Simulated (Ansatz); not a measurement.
The same path of CH5N + ClH5Si2 (15 atoms, charge 0, multiplicity 1) was run twice with different band settings. Lost on the way: Si1–Cl2. Made: Si1–N7.

The calculation used Ansatz, RKS revPBE-D4/6-31G*.

Relaxed end points:

```xyz
15
Properties=species:S:1:pos:R:3
Si -1.160 -1.085 1.327
Cl 0.480 -1.330 2.639
H -1.016 -2.084 0.218
H -2.341 -1.520 2.154
Si -1.336 1.115 0.552
H 1.755 0.417 0.297
N 1.145 -0.179 -0.273
C 1.294 0.161 -1.702
H -2.617 1.752 1.041
H -0.213 1.971 1.056
H -1.394 1.147 -0.946
H 1.480 -1.135 -0.112
H 1.003 1.213 -1.854
H 2.318 0.020 -2.105
H 0.601 -0.464 -2.291
```

```xyz
15
Properties=species:S:1:pos:R:3
Si -0.948 -0.872 0.179
Cl 1.294 0.871 2.129
H -1.489 -1.415 -1.115
H -1.164 -1.889 1.255
Si -1.631 1.323 0.677
H 1.244 -0.249 0.852
N 0.901 -0.890 -0.072
C 1.408 -0.219 -1.303
H -1.784 1.546 2.141
H -0.739 2.309 -0.005
H -2.993 1.439 0.030
H 1.293 -1.837 0.021
H 1.088 0.833 -1.271
H 2.508 -0.248 -1.308
H 1.013 -0.702 -2.211
```

Common settings: spring 5.0 eV/Å²; optimiser quadratic models (default); start path through a guess of the saddle point; force threshold 0.05 eV/Å; iteration limit 60; end points relaxed.

| run | movable images | climbing image |
| --- | --- | --- |
| 1 | 7 | yes |
| 2 | 2 | no |

(1) What does each run give, and how far can it be trusted?

## Answers

(1) Run 1: converged after 28 iterations, highest image 0.354 eV above the first end. Beside the main top the profile has a ripple of under 15 meV (maxima at images 1, 6), which may be a very shallow well or noise. A vibrational analysis at the climbing image gives one clearly imaginary mode, 76i cm⁻¹: a first-order saddle point.
Run 2: converged after 12 iterations, highest image 0.354 eV above the first end. No image climbed, so the highest image needn't sit at the top of the path. So few images can step over the top or miss a turn of the path.
The orbitals stay closed-shell, which can raise the energy where a bond breaks towards radicals; this wasn't checked here.
